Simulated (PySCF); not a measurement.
## Al (aluminium, neutral) across methods

[Ne] 3s1 3p1 3d1, one real determinant (an excited configuration). Computed with PySCF 2.14 in aug-cc-pVQZ-DK, with scalar relativity by spin-free X2C-1e. The B2PLYP total includes its PT2 part (frozen core); its orbital energies are those of the SCF part.

```json
{"method": "PBE", "E (hartree)": "-242.3703", "mean ε 3s α (eV)": "-11.606", "mean ε 3p α (eV)": "-6.017", "mean ε 3d α (eV)": "-0.866", "Σ⟨r²⟩ (bohr²)": "64.25", "⟨S²⟩": "3.750"}
{"method": "BP86", "E (hartree)": "-242.5276", "mean ε 3s α (eV)": "-11.696", "mean ε 3p α (eV)": "-6.072", "mean ε 3d α (eV)": "-0.959", "Σ⟨r²⟩ (bohr²)": "64.19", "⟨S²⟩": "3.750"}
{"method": "UHF", "E (hartree)": "-242.03769", "mean ε 3s α (eV)": "-16.329", "mean ε 3p α (eV)": "-9.919", "mean ε 3d α (eV)": "-1.595", "Σ⟨r²⟩ (bohr²)": "71.10", "⟨S²⟩": "3.750"}
{"method": "LDA", "E (hartree)": "-241.4395", "mean ε 3s α (eV)": "-11.674", "mean ε 3p α (eV)": "-5.934", "mean ε 3d α (eV)": "-0.788", "Σ⟨r²⟩ (bohr²)": "63.38", "⟨S²⟩": "3.750"}
{"method": "PBE0", "E (hartree)": "-242.3884", "mean ε 3s α (eV)": "-12.895", "mean ε 3p α (eV)": "-7.071", "mean ε 3d α (eV)": "-1.126", "Σ⟨r²⟩ (bohr²)": "65.95", "⟨S²⟩": "3.750"}
{"method": "r2SCANh", "E (hartree)": "-242.4719", "mean ε 3s α (eV)": "-12.380", "mean ε 3p α (eV)": "-6.623", "mean ε 3d α (eV)": "-0.879", "Σ⟨r²⟩ (bohr²)": "64.96", "⟨S²⟩": "3.750"}
{"method": "B2PLYP", "E (hartree)": "-242.3768", "mean ε 3s α (eV)": "-14.114", "mean ε 3p α (eV)": "-7.997", "mean ε 3d α (eV)": "-1.204", "Σ⟨r²⟩ (bohr²)": "68.85", "⟨S²⟩": "3.750"}
{"method": "CAM-B3LYP", "E (hartree)": "-242.4907", "mean ε 3s α (eV)": "-14.321", "mean ε 3p α (eV)": "-8.208", "mean ε 3d α (eV)": "-1.422", "Σ⟨r²⟩ (bohr²)": "67.17", "⟨S²⟩": "3.750"}
```

**Question.** Estimate the same row for r2SCAN.

**Answer.** E (hartree) = -242.4750; mean ε 3s α (eV) = -11.914; mean ε 3p α (eV) = -6.253; mean ε 3d α (eV) = -0.777; Σ⟨r²⟩ (bohr²) = 64.53; ⟨S²⟩ = 3.750.

⟨L²⟩ = 8.01 against 12 for a pure F term, so this real determinant mixes terms. The outer electron is Rydberg-like, and this basis confines it to a smaller radius and binds it less than a complete one would.
